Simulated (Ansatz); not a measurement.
A structure relaxed at r2SCAN-D4/def2-SVP in Ansatz, charge 0, singlet:

```xyz
6

Na    0.143   -1.451   -2.517
Na    0.474    1.452   -0.250
Na   -0.204    1.922    3.317
Na   -0.513   -0.971    1.092
O     0.789   -0.686   -0.659
O    -0.689   -0.265   -0.983
```

(1) Give its formula and point group.

(2) Summarise the bond lengths by kind (pairs closer than 1.2 times the sum of covalent radii, bridged metal pairs left out).

## Answers

(1) the cluster Na₄O₂. Point group C2v (tolerance 0.1 Å).

(2) 6 × Na–O 2.11 to 2.20 Å; 2 × Na–Na 3.66 Å; 1 × O–O 1.57 Å.

The structure holds one bond between oxygen atoms, so isomers without such links may lie far lower. The restricted singlet is unstable towards broken spin symmetry in Hartree–Fock (as tested in another run); at r2SCAN-D4/def2-SVP this wasn't settled. Another isomer (singlet) lies 1.07 eV lower at PBE0-D4/def2-TZVP; other spin states weren't run for this one.
